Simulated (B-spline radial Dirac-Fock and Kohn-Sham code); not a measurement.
# Kohn-Sham estimates against Dirac-Fock for the levels of La²⁺

System: the La²⁺ ion in the configuration [Xe] 5d1.

The density-functional columns are spherical, spin-unpolarised Dirac-Kohn-Sham results without Breit or QED terms: −ε is minus the orbital energy of the initial state and ΔSCF the difference of two total energies. The reference in the last column comes from Dirac-Fock energy differences between relaxed states, corrected for Breit and QED terms. All numbers are from a radial atomic solver, in eV; a selection of levels is shown. The Kohn-Sham columns are given as differences from the reference. For the 1s level of heavy atoms much of the gap between ΔSCF and the reference is the Breit and QED part, -147.4 eV here; for other levels the error of the functional can be larger.

```csv
level,PBE −ε − DF,PBE ΔSCF − DF,LDA −ε − DF,LDA ΔSCF − DF,Dirac-Fock
1s,-221.7,+176.4,-261.9,+135.0,38950.0
2s,-125.4,-52.4,-130.5,-57.2,6298.9
2p1/2,-95.4,-4.1,-97.4,-6.0,5918.6
2p3/2,-100.5,-16.3,-102.0,-17.7,5510.6
3s,-64.9,-39.5,-66.4,-40.9,1395.4
3p1/2,-52.6,-26.2,-53.1,-26.6,1235.4
3p3/2,-52.0,-26.7,-52.4,-27.0,1154.3
3d3/2,-33.5,-4.9,-33.2,-4.6,876.9
3d5/2,-33.9,-5.7,-33.6,-5.4,860.1
4s,-29.9,-18.0,-30.5,-18.6,308.8
4p1/2,-23.4,-11.8,-23.6,-12.0,247.9
4p3/2,-23.3,-12.0,-23.6,-12.3,230.6
4d3/2,-10.6,0.0,-10.5,+0.1,128.8
4d5/2,-10.6,-0.2,-10.5,0.0,125.9
5s,-9.0,-2.7,-8.7,-2.5,60.45
5p1/2,-5.0,+0.8,-4.8,+1.0,41.69
5p3/2,-4.9,+0.7,-4.8,+0.8,39.08
5d,-3.4,+0.8,-3.2,+1.0,18.10
```

Values without a named source are computed, but for edge energies of neutral atoms, which are taken from tables.
